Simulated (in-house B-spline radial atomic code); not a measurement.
## TDHF excitations of La IV (La3+)

Method: TDHF. Computed with a B-spline radial code for spherical atoms: linear response of the closed shell [Kr] 4d10 5s2 5p6 with bare exchange (time-dependent Hartree-Fock); scalar-relativistic (spin-free one-electron X2C), finite nucleus, no spin-orbit coupling, no double excitations, S, P, D and F terms only; shells from n = 3 respond. Only terms of natural parity with L up to 3 were computed.

Spin-orbit coupling is strong here, so these LS terms don't match observed levels.

Command:
```bash
python run_td.py task.json out
```
Settings (radii: box in bohr, nucleus in fm):
```
Z                        57
electrons                54
configuration            [Kr] 4d10 5s2 5p6
hamiltonian              x2c
method                   hf
box_radius               3
wall_radius              3
rms_radius               4.855
intervals                64
```

Run time, properties included: 3 s on 1 thread of Arm Neoverse N1, with other jobs on the host.

Confined states, up to the first strongly mixed one, which can leave gaps near the end. Labels give the largest channel, * marks a mixed state, and oscillator strengths are full-response dipole values. Energies in eV:

```
      state  full response  Tamm-Dancoff  oscillator strength
 5p → 4f 3D         18.901        18.984                    -
 5p → 4f 1D         22.013        22.231                    -
 5p → 5d 3P         25.545        25.673                    -
 5p → 5d 3F         25.872        26.318                    -
 5p → 5d 1F         29.030        29.128                    -
 5p → 5d 1P          35.38         36.91                 5.79
 5s → 4f 3F          42.00         42.05                    -
 5s → 4f 1F          43.27         43.31                    -
 5s → 5d 3D              ?             ?                    -
 5s → 5d 1D          52.20         52.37                    -
 5p → 6s 3P          60.99         61.03                    -
 5p → 6s 1P          62.45         62.49                 1.73
 5p → 5f 3D          67.62         67.64                    -
 5p → 5f 1D          69.96         70.10                    -
5p → 6p 3S*          73.21         73.29                    -
 5p → 6p 3D              ?             ?                    -
 5p → 6p 1D          79.28         79.32                    -
 5p → 5g 3F          81.61         81.63                    -
 5p → 6p 1S          82.54         83.01                    -
 5p → 5g 1F          84.68         84.76                    -
 5s → 6s 3S          86.21         86.21                    -
 5s → 6s 1S          86.36         86.38                    -
```

Question: Where does 5s → 5d 3D lie?

Answer: At 48.98 eV in full response, 49.04 eV in Tamm-Dancoff.

Question: Where does 5p → 6p 3D lie?

Answer: At 78.11 eV in full response, 78.15 eV in Tamm-Dancoff.

Question: How large is the singlet-triplet splitting of 5p → 4f (D terms) in Tamm-Dancoff?

Answer: 3.25 eV, from the unrounded values.

Question: What polarisabilities and dispersion coefficient does the method give?

Answer: Dipole 4.317 bohr³, quadrupole 11.39 bohr⁵, C6 22.33 hartree·bohr⁶ for two such species.
